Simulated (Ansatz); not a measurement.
Reaction (redistribution): `BC[SiH](C)Cl` + `[OH][In]([F])[SH]` → `BC[SiH](C)F` + `[OH][In]([SH])[Cl]`

Computed with Ansatz on PBE0-D4/def2-TZVP structures; ΔE is electronic, products minus reactants. CBS: MP2 limit from def2 TZ/QZ plus the TZ coupled-cluster correction, frozen cores. DFT in def2-TZVPP. B3LYP here is the variant with VWN-RPA as its local correlation; programs differ in this. def2 core potentials past Kr. For In outer-core shells are correlated without core-valence functions, which leaves a few kJ/mol of doubt a bond. One conformer a species, not always the lowest.

Q: Is it downhill or uphill in electronic energy at CCSD(T)/CBS, and by how much? (An estimate is asked.)

A: Ansatz gave: Downhill: ΔE = -95.7 kJ/mol.

Q: What do these levels give: PBE0-D4, B3LYP-D4, ωB97X-V, PBE0, MP2/def2-TZVPP, CCSD(T)/def2-TZVPP? (Estimate.)

A: Ansatz gave: PBE0-D4 -93.0, B3LYP-D4 -95.1, ωB97X-V -92.8, PBE0 -94.6, MP2/def2-TZVPP -97.0, CCSD(T)/def2-TZVPP -98.6 kJ/mol.

Largest T1 diagnostic among the species: 0.016.

In def2-TZVPP, CCSD(T) changes the Hartree–Fock value by +16.4 kJ/mol (the triples alone add +3.1 kJ/mol) and MP2 by +18.1 kJ/mol. From PBE to PBE0 (25 % exact exchange), in def2-TZVPP and without D4, ΔE moves by −8.1 kJ/mol.
